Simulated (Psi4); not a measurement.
Job for Psi4: SAPT0/jun-cc-pV(D+d)Z on C3H9F (a complex), monomers drawn apart or pushed together.

```
memory 2025 MB

molecule dimer {
0 1
C    -0.52350377    0.49054430    0.50435920
F    -0.42282159   -0.84566918    0.87486186
H     0.28095911    1.04886373    0.98411384
H    -0.43575134    0.55976037   -0.58044856
H    -1.49080586    0.87315133    0.83072976
--
0 1
C    -0.67358307    0.30039374    3.85233599
C     0.74134587   -0.27057014    3.83452008
H    -1.04837565    0.40545783    4.87248417
H    -1.36292465   -0.34628065    3.30726509
H    -0.70964039    1.28866861    3.38818415
H     1.44300158    0.38551337    4.35394515
H     1.09839219   -0.40651164    2.81258126
H     0.77838668   -1.24626382    4.32295713
units angstrom
symmetry c1
no_reorient
no_com
}

set {
  basis jun-cc-pV(D+d)Z
  scf_type df
  freeze_core true
}

energy('sapt0')
```

The log:

```
[...]
==> Input File <==

--------------------------------------------------------------------------
memory 2025 MB

molecule dimer {
0 1
C    -0.52350377    0.49054430    0.50435920
F    -0.42282159   -0.84566918    0.87486186
H     0.28095911    1.04886373    0.98411384
H    -0.43575134    0.55976037   -0.58044856
H    -1.49080586    0.87315133    0.83072976
--
0 1
C    -0.67358307    0.30039374    3.85233599
C     0.74134587   -0.27057014    3.83452008
H    -1.04837565    0.40545783    4.87248417
H    -1.36292465   -0.34628065    3.30726509
H    -0.70964039    1.28866861    3.38818415
H     1.44300158    0.38551337    4.35394515
H     1.09839219   -0.40651164    2.81258126
H     0.77838668   -1.24626382    4.32295713
units angstrom
symmetry c1
no_reorient
no_com
}

set {
  basis jun-cc-pV(D+d)Z
  scf_type df
  freeze_core true
}

energy('sapt0')
--------------------------------------------------------------------------


   => Loading Basis Set <=

    Name: JUN-CC-PV(D+D)Z
    Role: ORBITAL
    Keyword: BASIS
    atoms 1, 6-7    entry C          line   188 file jun-cc-pv_dpd_z.gbs
    atoms 2         entry F          line   290 file jun-cc-pv_dpd_z.gbs
    atoms 3-5, 8-13 entry H          line    60 file jun-cc-pv_dpd_z.gbs

   => Loading Basis Set <=

    Name: JUN-CC-PV(D+D)Z
    Role: ORBITAL
    Keyword: BASIS
    atoms 1, 6-7    entry C          line   188 file jun-cc-pv_dpd_z.gbs
    atoms 2         entry F          line   290 file jun-cc-pv_dpd_z.gbs
    atoms 3-5, 8-13 entry H          line    60 file jun-cc-pv_dpd_z.gbs


  //>>>>>>>>>>>>>>>>>>>>>>>>>>>>>>>>>>>//
  //              Dimer HF             //
  //<<<<<<<<<<<<<<<<<<<<<<<<<<<<<<<<<<<//

   => Libint2 <=

    Primary   basis highest AM E, G, H:  7, 6, 3
    Auxiliary basis highest AM E, G, H:  7, 7, 4
    Onebody   basis highest AM E, G, H:  -, -, -
    Solid Harmonics ordering:            Gaussian


   => Loading Basis Set <=

    Name: JUN-CC-PV(D+D)Z
    Role: ORBITAL
    Keyword: BASIS
    atoms 1, 6-7    entry C          line   188 file jun-cc-pv_dpd_z.gbs
    atoms 2         entry F          line   290 file jun-cc-pv_dpd_z.gbs
    atoms 3-5, 8-13 entry H          line    60 file jun-cc-pv_dpd_z.gbs


         ---------------------------------------------------------
                                   SCF
               by Justin Turney, Rob Parrish, Andy Simmonett
                          and Daniel G. A. Smith
                              RHF Reference
                        1 Threads,   1931 MiB Core
         ---------------------------------------------------------

  ==> Geometry <==

    Molecular point group: c1
    Full point group: C1

    Geometry (in Angstrom), charge = 0, multiplicity = 1:

       Center              X                  Y                   Z               Mass
    ------------   -----------------  -----------------  -----------------  -----------------
         C           -0.523503770000     0.490544300000     0.504359200000    12.000000000000
         F           -0.422821590000    -0.845669180000     0.874861860000    18.998403162730
         H            0.280959110000     1.048863730000     0.984113840000     1.007825032230
         H           -0.435751340000     0.559760370000    -0.580448560000     1.007825032230
         H           -1.490805860000     0.873151330000     0.830729760000     1.007825032230
         C           -0.673583070000     0.300393740000     3.852335990000    12.000000000000
         C            0.741345870000    -0.270570140000     3.834520080000    12.000000000000
         H           -1.048375650000     0.405457830000     4.872484170000     1.007825032230
         H           -1.362924650000    -0.346280650000     3.307265090000     1.007825032230
         H           -0.709640390000     1.288668610000     3.388184150000     1.007825032230
         H            1.443001580000     0.385513370000     4.353945150000     1.007825032230
         H            1.098392190000    -0.406511640000     2.812581260000     1.007825032230
         H            0.778386680000    -1.246263820000     4.322957130000     1.007825032230

  Running in c1 symmetry.

  Rotational constants: A =      0.31890  B =      0.03451  C =      0.03385 [cm^-1]
  Rotational constants: A =   9560.24989  B =   1034.53295  C =   1014.82638 [MHz]
  Nuclear repulsion =  130.043295051045931

  Charge       = 0
  Multiplicity = 1
  Electrons    = 36
  Nalpha       = 18
  Nbeta        = 18

  ==> Algorithm <==

  SCF Algorithm Type is DF.
  DIIS enabled.
  MOM disabled.
  Fractional occupation disabled.
  Guess Type is SAD.
  Energy threshold   = 1.00e-08
  Density threshold  = 1.00e-08
  Integral threshold = 1.00e-12

  ==> Primary Basis <==

  Basis Set: JUN-CC-PV(D+D)Z
    Blend: JUN-CC-PV(D+D)Z
    Number of shells: 59
    Number of basis functions: 117
    Number of Cartesian functions: 121
    Spherical Harmonics?: true
    Max angular momentum: 2

   => Loading Basis Set <=

    Name: (JUN-CC-PV(D+D)Z
[...]
180288   114A      7.242972
     115A      7.502837   116A     18.428619   117A     42.897032

    Final Occupation by Irrep:
              A
    DOCC [     9 ]
    NA   [     9 ]
    NB   [     9 ]

  @DF-RHF Final Energy:   -79.23546027762099

   => Energetics <=

    Nuclear Repulsion Energy =             42.2673956006296265
    One-Electron Energy =                -189.0666834898422337
    Two-Electron Energy =                  67.5638276115916341
    Total Energy =                        -79.2354602776209873

Computation Completed


Properties will be evaluated at   0.000000,   0.000000,   0.000000 [a0]

Properties computed using the SCF density matrix


 Multipole Moments:

 ------------------------------------------------------------------------------------
     Multipole            Electronic (a.u.)      Nuclear  (a.u.)        Total (a.u.)
 ------------------------------------------------------------------------------------

 L = 1.  Multiply by 2.5417464519 to convert [e a0] to [Debye]
 Dipole X            :         -1.1438726            1.1440715            0.0001988
 Dipole Y            :         -0.4918869            0.4904317           -0.0014552
 Dipole Z            :       -130.7280539          130.7285196            0.0004657
 Magnitude           :                                                    0.0015407

 ------------------------------------------------------------------------------------

  Constructing Basis Sets for SAPT...

   => Loading Basis Set <=

    Name: (JUN-CC-PV(D+D)Z AUX)
    Role: RIFIT
    Keyword: DF_BASIS_SAPT
    atoms 1, 6-7    entry C          line   100 file jun-cc-pvdz-ri.gbs
    atoms 2         entry F          line   232 file jun-cc-pvdz-ri.gbs
    atoms 3-5, 8-13 entry H          line    30 file jun-cc-pvdz-ri.gbs

   => Loading Basis Set <=

    Name: (JUN-CC-PV(D+D)Z AUX)
    Role: JKFIT
    Keyword: DF_BASIS_ELST
    atoms 1, 6-7    entry C          line   146 file jun-cc-pvdz-jkfit.gbs
    atoms 2         entry F          line   314 file jun-cc-pvdz-jkfit.gbs
    atoms 3-5, 8-13 entry H          line    70 file jun-cc-pvdz-jkfit.gbs


  //>>>>>>>>>>>>>>>>>>>>>>>>>>>>>>>>>>>//
  //               SAPT0               //
  //<<<<<<<<<<<<<<<<<<<<<<<<<<<<<<<<<<<//



        SAPT0
    Ed Hohenstein
     6 June 2009

      Orbital Information
  --------------------------
    NSO        =       117
    NMO        =       117
    NRI        =       386
    NRI (Elst) =       523
    NOCC A     =         9
    NOCC B     =         9
    FOCC A     =         2
    FOCC B     =         2
    NVIR A     =       108
    NVIR B     =       108

    Elst10,r            =    -0.002111260001 [Eh]
    Exch10              =     0.005992137089 [Eh]
    Exch10 (S^2)        =     0.005981530556 [Eh]

    Maxiter = 50
    CPHF R converge = 1.000000E-08

    Iter     Energy [mEh]          dE [mEh]         Residual      Time [s]
       1      -0.19197759       0.191977592     1.898886e-03             1
       2      -0.23022137       0.038243783     4.549787e-04             1
       3      -0.23112841       0.000907036     1.252747e-04             1
       4      -0.23053831      -0.000590102     3.571947e-05             1
       5      -0.23050079      -0.000037515     9.571055e-06             1
       6      -0.23054247       0.000041673     1.685575e-06             1
       7      -0.23053859      -0.000003874     3.519919e-07             1
       8      -0.23053864       0.000000041     7.580412e-08             1
       9      -0.23053873       0.000000098     1.068992e-08             1
      10      -0.23053872      -0.000000016     1.836833e-09             1

    CHF Iterations converged

    Maxiter = 50
    CPHF R converge = 1.000000E-08

    Iter     Energy [mEh]          dE [mEh]         Residual      Time [s]
       1      -1.00514586       1.005145858     4.182321e-03             0
       2      -1.16298882       0.157842965     9.802136e-04             0
       3      -1.17448220       0.011493379     2.351164e-04             0
       4      -1.17207269      -0.002409510     7.031878e-05             0
       5      -1.17136738      -0.000705314     1.217969e-05             0
       6      -1.17155128       0.000183902     1.898209e-06             0
       7      -1.17154286      -0.000008424     5.726751e-07             0
       8      -1.17153963      -0.000003223     1.308104e-07             0
       9      -1.17154042       0.000000787     1.826738e-08             0
      10      -1.17154037      -0.000000052     2.620849e-09             0

    CHF Iterations converged

    Ind20,r (A<-B)      =    -0.000230538717 [Eh]
    Ind20,r (B<-A)      =    -0.001171540367 [Eh]
    Ind20,r             =    -0.001402079084 [Eh]
    Exch-Ind20,r (A<-B) =     0.000188897791 [Eh]
    Exch-Ind20,r (B<-A) =     0.000940454878 [Eh]
    Exch-Ind20,r        =     0.001129352669 [Eh]
    Disp20              =    -0.003377286661 [Eh]
    Disp20 (SS)         =    -0.001688643330 [Eh]
    Disp20 (OS)         =    -0.001688643330 [Eh]
    Exch-Disp20         =     0.000365826504 [Eh]
    Exch-Disp20 (SS)    =     0.000197996877 [Eh]
    Exch-Disp20 (OS)    =     0.000167829627 [Eh]

    SAPT Results
  --------------------------------------------------------------------------------------------------------
    Electrostatics                 -2.11126000 [mEh]      -1.32483565 [kcal/mol]      -5.54311237 [kJ/mol]
      Elst10,r                     -2.11126000 [mEh]      -1.32483565 [kcal/mol]      -5.54311237 [kJ/mol]

    Exchange                        5.99213709 [mEh]       3.76012279 [kcal/mol]      15.73235376 [kJ/mol]
      Exch10                        5.99213709 [mEh]       3.76012279 [kcal/mol]      15.73235376 [kJ/mol]
      Exch10(S^2)                   5.98153056 [mEh]       3.75346709 [kcal/mol]      15.70450631 [kJ/mol]

    Induction                      -0.58396412 [mEh]      -0.36644302 [kcal/mol]      -1.53319758 [kJ/mol]
      Ind20,r                      -1.40207908 [mEh]      -0.87981791 [kcal/mol]      -3.68115813 [kJ/mol]
      Exch-Ind20,r                  1.12935267 [mEh]       0.70867950 [kcal/mol]       2.96511502 [kJ/mol]
      delta HF,r (2)               -0.31123770 [mEh]      -0.19530461 [kcal/mol]      -0.81715448 [kJ/mol]

    Dispersion                     -3.01146016 [mEh]      -1.88971978 [kcal/mol]      -7.90658755 [kJ/mol]
      Disp20                       -3.37728666 [mEh]      -2.11927938 [kcal/mol]      -8.86706491 [kJ/mol]
      Exch-Disp20                   0.36582650 [mEh]       0.22955960 [kcal/mol]       0.96047735 [kJ/mol]
      Disp20 (SS)                  -1.68864333 [mEh]      -1.05963969 [kcal/mol]      -4.43353245 [kJ/mol]
      Disp20 (OS)                  -1.68864333 [mEh]      -1.05963969 [kcal/mol]      -4.43353245 [kJ/mol]
      Exch-Disp20 (SS)              0.19799688 [mEh]       0.12424492 [kcal/mol]       0.51984073 [kJ/mol]
      Exch-Disp20 (OS)              0.16782963 [mEh]       0.10531468 [kcal/mol]       0.44063663 [kJ/mol]

  Total HF                          3.29691297 [mEh]       2.06884412 [kcal/mol]       8.65604381 [kJ/mol]
  Total SAPT0                       0.28545281 [mEh]       0.17912434 [kcal/mol]       0.74945626 [kJ/mol]

  Special recipe for scaled SAPT0 (see Manual):
    Electrostatics sSAPT0          -2.11126000 [mEh]      -1.32483565 [kcal/mol]      -5.54311237 [kJ/mol]
    Exchange sSAPT0                 5.99213709 [mEh]       3.76012279 [kcal/mol]      15.73235376 [kJ/mol]
    Induction sSAPT0               -0.57794571 [mEh]      -0.36266641 [kcal/mol]      -1.51739625 [kJ/mol]
    Dispersion sSAPT0              -3.00951064 [mEh]      -1.88849644 [kcal/mol]      -7.90146909 [kJ/mol]
  Total sSAPT0                      0.29342074 [mEh]       0.18412430 [kcal/mol]       0.77037606 [kJ/mol]
  --------------------------------------------------------------------------------------------------------



*** Psi4 exiting successfully. Buy a developer a beer!
```

The run finished.

Cost: very roughly 13 core-seconds.
